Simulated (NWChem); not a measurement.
AgCl, triplet; SMILES of the neutral closed-shell parent [Ag][Cl]

```xyz
2

Ag     0.0000     0.0000    -0.6553
Cl     0.0000     0.0000     1.8187
```
Atoms are numbered in this order, from 1.

Level: PBE0/def2-SVP with def2 effective core potentials on Ag, spin-unrestricted (NWChem), optimised geometry, unscaled harmonic frequencies. This spin state was assumed; another may lie lower. def2 effective core potentials on Ag; no spin-orbit coupling.

```csv
frequency (cm⁻¹),IR intensity (km/mol)
179,0.1
```

- zero-point energy = 0.3 kcal/mol
- thermal correction to the enthalpy at 298.15 K (with zero-point energy) = 2.7 kcal/mol
- heat capacity Cv = 6.8 cal/(mol K)

Rigid rotor and harmonic oscillator.
